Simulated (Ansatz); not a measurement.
`NB1C[SiH2]1` + HBr → `BrB1C[SiH2]1` + NH₃ at 400 K and 1 bar (ligand exchange at a B–N bond).

Isolated molecules relaxed with PBE0-D4/def2-TZVP in Ansatz; ΔE leaves out vibrations. CBS: MP2 limit from def2 TZ/QZ plus the TZ coupled-cluster correction, frozen cores. This one scheme is used for every species. For Br outer-core shells are correlated without core-valence functions, which leaves a few kJ/mol of doubt a bond. Scalar relativity is left out up to krypton. Each species was taken in one conformer, which may not be the lowest.

```json
{"species": "`NB1C[SiH2]1`", "CCSD(T)/CBS energy (Eh)": "-410.22783", "H − E (kJ/mol)": "219.8", "S (J/(mol·K))": "344.3"}
{"species": "HBr", "CCSD(T)/CBS energy (Eh)": "-2573.91920", "H − E (kJ/mol)": "27.6", "S (J/(mol·K))": "207.2"}
{"species": "`BrB1C[SiH2]1`", "CCSD(T)/CBS energy (Eh)": "-2927.62200", "H − E (kJ/mol)": "148.6", "S (J/(mol·K))": "351.7"}
{"species": "NH₃", "CCSD(T)/CBS energy (Eh)": "-56.50880", "H − E (kJ/mol)": "104.2", "S (J/(mol·K))": "203.1"}
```

H − E and S are ideal-gas, rigid-rotor, harmonic terms from PBE0-D4/def2-TZVP, for one conformer and one mirror image of each species. 1 Eh = 2625.50 kJ/mol, R = 8.31446 J/(mol·K).

Task: By hand: ΔE, ΔH, ΔS and ΔG.

Result: ΔE = (-2927.62200) + (-56.50880) − (-410.22783) − (-2573.91920) = 0.01623 Eh = 42.6 kJ/mol. Δ(H − E) = 148.6 + 104.2 − 219.8 − 27.6 = 5.4, so ΔH = 48.0 kJ/mol. ΔS = 351.7 + 203.1 − 344.3 − 207.2 = 3.3 J/(mol·K). ΔG = 48.0 − 400 × (3.3)/1000 = 46.7 kJ/mol.

Task: By hand: the equilibrium constant, and the temperature at which ΔG would vanish if ΔH and ΔS stayed fixed.

Result: log₁₀ K = −ΔG/(RT ln 10) = -6.1. ΔG = 0 at ΔH/ΔS = 14545 K, far beyond where these terms or the molecules hold.

The number of gas molecules stays the same, so ΔS is small and ΔH decides. A doubt of 5 kJ/mol in ΔE shifts log₁₀ K by 0.7 here. Other conformers and mirror images would add mixing entropy, several J/(mol·K) or more a flexible species. These are equilibria of isolated gas molecules and say nothing of rates. Largest T1 diagnostic: 0.013 (customary marks: 0.02 for closed shells, 0.045 for open ones).
